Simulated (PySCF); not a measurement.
C4H12Sn, SMILES [CH3][Sn]([CH3])([CH3])[CH3].

Geometry: B3LYP-D3(BJ)/def2-SVP. The isomer is the one that the SMILES or the coordinates give; other isomers of the formula were not compared. The def2 effective core potentials stand for the cores of Sn; spin–orbit coupling is left out.

Level of theory: IEF-PCM-B3LYP/def2-SVP in PySCF.

The values are the electrostatic part of the solvation free energy, E(continuum) − E(gas) at the gas-phase geometry, in a cavity of scaled van der Waals radii (PySCF's table); cavitation and dispersion terms are not included. A continuum can't describe solvent molecules that bind to the metal. In vacuum the orbital gap is 8.08 eV. The dipole moment in vacuum is 0.00 D.

Computed values in water (ε = 78.36), diethylether (ε = 4.24), toluene (ε = 2.37):
```csv
solvent,ε,ΔG(elec) (kcal/mol),dipole (D),gap (eV)
water,78.36,-0.9,0.00,8.11
diethylether,4.24,-0.6,0.00,8.10
toluene,2.37,-0.4,0.00,8.10
```
